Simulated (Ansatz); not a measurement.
## Worked example: a bond strength in TiHCl3O (SMILES Cl[Ti](Cl)(Cl)O)

TiHCl3O has 6 atoms, charge 0, and is taken as a singlet. As SMILES, `Cl[Ti](Cl)(Cl)O`. Geometry: optimised at B3LYP/def2-SVP.

```jsonl
{"atom": "Cl", "x (Å)": "-1.6384", "y (Å)": "-0.8242", "z (Å)": "1.3707"}
{"atom": "Ti", "x (Å)": "-0.0815", "y (Å)": "-0.3512", "z (Å)": "-0.0953"}
{"atom": "Cl", "x (Å)": "1.7717", "y (Å)": "-1.3599", "z (Å)": "0.4918"}
{"atom": "Cl", "x (Å)": "-0.6971", "y (Å)": "-0.9772", "z (Å)": "-2.1027"}
{"atom": "O", "x (Å)": "0.1910", "y (Å)": "1.3687", "z (Å)": "-0.0888"}
{"atom": "H", "x (Å)": "0.4543", "y (Å)": "2.1437", "z (Å)": "0.4244"}
```

Wanted: the dissociation energy of the O5–Ti2 bond into doublet OH and doublet TiCl3 (shapes relaxed at B3LYP/def2-SVP, no zero-point term). 1 Eh = 2625.50 kJ/mol = 27.2114 eV. Totals in Eh; open shells run unrestricted unless said.

```tsv
level	program	TiHCl3O	doublet OH	doublet TiCl3
HF/def2-SVP	Ansatz	-2301.974950	-75.324683	-2226.600814
B3LYP/def2-SVP	Ansatz	-2305.610614	-75.667432	-2229.779299
MP2/def2-SVP, 21 core orbitals frozen	Ansatz	-2302.885039	-75.473548	-2227.224294
```

Q: Work out the dissociation energy at each level.

A: 
1. HF/def2-SVP: (-75.324683) + (-2226.600814) − (-2301.974950) = 0.049453 Eh = 129.8 kJ/mol = 1.35 eV.
2. B3LYP/def2-SVP: (-75.667432) + (-2229.779299) − (-2305.610614) = 0.163883 Eh = 430.3 kJ/mol = 4.46 eV.
3. MP2/def2-SVP: (-75.473548) + (-2227.224294) − (-2302.885039) = 0.187197 Eh = 491.5 kJ/mol = 5.09 eV.

The levels span 130 to 491 kJ/mol; no measured value is set beside them. Hartree–Fock lacks the correlation of the bonding electrons, so it comes out low. A bond enthalpy at 298 K also holds the loss of zero-point energy and thermal terms.
